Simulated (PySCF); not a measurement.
SMILES B[SiH2][GeH3] (PBE/def2-SVP optimised geometry):

```
10

B      1.658    -1.262     0.000
Si    -0.329    -1.262     0.000
Ge    -0.745     1.128     0.000
H      2.279    -1.197    -1.044
H      2.278    -1.193     1.044
H     -1.011    -1.802     1.230
H     -1.011    -1.803    -1.230
H     -0.141     1.802    -1.261
H     -2.279     1.374     0.002
H     -0.137     1.803     1.258
```

Level of theory: PBE/def2-TZVP (PySCF 2.14.0).

Task: What are the frontier orbital energies and the dipole moment?

Result: HOMO-2 -7.99 eV, HOMO-1 -7.65 eV, HOMO -6.82 eV, LUMO -3.41 eV, LUMO+1 -0.53 eV; dipole moment 0.17 D.

Meta-Löwdin charges at PBE/def2-TZVP: B1 -0.21, Si2 0.23, Ge3 0.09, H4 0.04, H5 0.04, H6 -0.05, H7 -0.05, H8 -0.03, H9 -0.02, H10 -0.03.
